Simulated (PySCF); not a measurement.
Isomers of C7H9OPSi, one GFN2-xTB conformer each. Single-point energies are computed at PBE0/pcSseg-1 (PySCF, gas phase, no added dispersion term), electronic only.

Question: Rank them by PBE0/pcSseg-1 energy, lowest first (kcal/mol).
A. `[CH3:1][c:2]1[p:3][cH:4][cH:5][c:6]([CH:7]=[O:8])[c:9]1[SiH3:10]` with C5–C6–C7–O8 10°
B. `[CH3:1][Si@@H:2]([PH2:3])[C:4]#[C:5][c:6]1[cH:7][cH:8][cH:9][o:10]1` with C1–Si2–P3–H 167° and 74°

Answer: A (0.0), B (17.7).

As drawn, the lower has a C=O bond, which the higher lacks; the higher has a C≡C bond, which the lower lacks. GFN2-xTB itself gives, in the same order: 0.0, 19.5. Both levels put the same isomer lowest.

Which frontier levels, dipoles and rotational constants go with these structures?

```
               SMILES  HOMO (eV, PBE0/pcSseg-1)  LUMO (eV)  dipole (D)       A, B, C (MHz)
 Cc1pccc(C=O)c1[SiH3]                     -7.41      -2.68        2.56  1214, 939.0, 535.3
C[Si@@H](P)C#Cc1ccco1                     -6.41      -1.13        1.97  2323, 346.5, 321.6
```
